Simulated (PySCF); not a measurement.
C3H6BNO, SMILES CB(O)CC#N.

Geometry: ωB97X-D3(BJ)/def2-SVP. The structure was generated by enumeration, and PubChem lists no compound with its InChIKey, so it may never have been made. The values are those of a single conformer.

Two levels are set side by side: PBE/def2-TZVP (PySCF) and PBE0/def2-TZVP (PySCF). Same geometry, gas phase. Differences are taken from unrounded values.

```tsv
quantity	PBE0
orbital gap (eV)	8.86
highest occupied level (eV)	-8.95
lowest empty level (eV)	-0.09
dipole moment (D)	3.40
mean polarisability (bohr³)	55.5
```

What does PBE give, and how far is it from PBE0? (The exact figures need the calculation; the answer reports its results.)


| quantity | PBE | PBE minus PBE0 |
|---|---|---|
| orbital gap (eV) | 6.44 | -2.42 |
| highest occupied level (eV) | -7.57 | 1.38 |
| lowest empty level (eV) | -1.13 | -1.04 |
| dipole moment (D) | 3.31 | -0.09 |
| mean polarisability (bohr³) | 57.8 | 2.3 |

PBE's occupied levels lie high since its potential decays too fast outside the molecule; exact exchange lowers them and widens the gap. Loosely held outer electrons make PBE densities more polarisable. Differences between two approximate levels are no errors against the true value.

Rough cost on one machine, each run with all the roots and properties that it gave: PBE0 against PBE within a factor of 2.
